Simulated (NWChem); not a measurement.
System: WSF₄; SMILES [F][W]([F])([F])([F])=[S]

```xyz
6

W      0.0000     0.0000     0.1264
S      0.0000     0.0000    -1.9687
F      0.0000     1.7882     0.6152
F      0.0000    -1.7882     0.6152
F      1.7882     0.0000     0.6152
F     -1.7882     0.0000     0.6152
```
Atoms are numbered in this order, from 1.

Computed with NWChem. Medium grid unless said otherwise, to which SCAN and Minnesota functionals are sensitive. The geometry was optimised at PBE0/def2-SVP. No frequency run checked for a minimum. def2 effective core potentials on W; no spin-orbit coupling.

For level M05-2X/def2-SVP:

highest occupied level (eV): -10.90
orbital gap (eV): 8.14
dipole (D): 1.13

Problem. Estimate the same quantities for level B3LYP/def2-SVP.

Solution. The highest occupied level (eV) comes out as -9.23 and the orbital gap (eV) is 5.18. The dipole (D) is 0.78.
